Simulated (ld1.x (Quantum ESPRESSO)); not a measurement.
**cerium (Ce), TM semilocal: configuration errors across variants**

Ce, norm-conserving Troullier–Martins (semilocal form), made with ld1.x (Quantum ESPRESSO) 7.5 (PBE, scalar-relativistic). Core [Kr] 4d10, reference 4f0 5s2 5p6 5d2 6s2 6p0. Waves: 5p (bound): rc 2.80 bohr; 5d (bound): rc 3.60 bohr; 4f (bound, empty): rc 1.20 bohr; 5s (bound): rc 1.40 bohr. Local part: the s channel. Core correction: none.

Occupied shells without a wave of their own: 6s. They enter only through the test configuration that unscreens the potential.

All-electron excitation energies from the reference (eV): (1) 4f1 5s2 5p6 5d1 6s2 6p0 -4.806; (2) 4f1 5s2 5p6 5d1 6s1 6p0 1.264; (3) 4f1 5s2 5p6 5d1 6s0 6p0 12.345; (4) 4f1 5s2 5p6 5d2 6s0 6p0 1.432; (5) 4f1 5s2 5p6 5d0 6s2 6p0 1.599; (6) 4f1 5s2 5p5 5d1 6s2 6p0 23.055; (7) 4f0 5s2 5p6 5d0 6s0 6p0 69.288.

A semilocal file is local in each channel, so a ghost entry of none says nothing of the separable form that plane-wave codes build from it.

For the base: The 6s level has no wave, so the channel is fitted at the deeper level alone: the likely source of the large errors.

Errors AE − PS in meV (a dash: test not solved or not reliable):

```tsv
change	(1)	(2)	(3)	(4)	(5)	(6)	(7)	bound ghosts
base	+685	+633	+536	+709	+551	+703	-273	none
wave 5d (bound): rc 3.60 bohr becomes 5d (bound): rc 2.42 bohr	+717	+662	+562	+722	+590	+712	-328	none
wave 5d (bound): rc 3.60 bohr becomes 5d (bound): rc 3.02 bohr	+723	+667	+566	+724	+599	+715	-330	none
wave 5d (bound): rc 3.60 bohr becomes 5d (bound): rc 3.48 bohr	+702	+648	+549	+716	+572	+708	-302	none
wave 5d (bound): rc 3.60 bohr becomes 5d (bound): rc 4.42 bohr	+555	+520	+439	+665	+412	+681	+58	none
wave 5d (bound): rc 3.60 bohr becomes 5d (bound): rc 4.92 bohr	+457	+438	+375	+636	+323	+677	+413	none
wave 5d (bound): rc 3.60 bohr becomes 5d (bound): rc 5.32 bohr	+372	+370	+327	+612	+255	+681	+782	none
```

Task: Give the same row for: wave 5d (bound): rc 3.60 bohr becomes 5d (bound): rc 3.98 bohr.

Result: +633, +587, +495, +690, +492, +692, -161; bound ghosts: none.
